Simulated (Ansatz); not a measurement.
```yaml
crystal:
  periodic: [false, false, false]
  atoms:
    - {symbol: N, position_ang: [-0.642179, -0.058257, 1.647001]}
    - {symbol: C, position_ang: [0.351793, 0.163287, 0.900801]}
    - {symbol: Ga, position_ang: [0.264155, -0.004194, -1.063218]}
    - {symbol: F, position_ang: [-1.281471, -0.482572, -1.728307]}
    - {symbol: F, position_ang: [1.498042, 0.251793, -2.264347]}
    - {symbol: H, position_ang: [-1.479604, -0.328516, 1.128687]}
    - {symbol: H, position_ang: [1.289284, 0.458469, 1.379372]}
basis:
  gaussian: {orbitals: def2-mTZVP, nuclear_model: gaussian}
hamiltonian: {xc: {name: HF}}
correlation: {method: mp2, frozen_orbitals: {N: 9}}
output: {forces: true}
```

```sh
$ ansatz run in.yaml --threads 4 --pin off --events-out ev --progress --plain --max-ram 10444MiB
```

Output, abridged:

```
Functional definition: HF
Error: "frozen_orbitals" has no count for C
```

(1) What is wrong with this run?

Answers

(1) Frozen orbitals are typed for one element alone, and the program wants a count for each. The program refused the input.
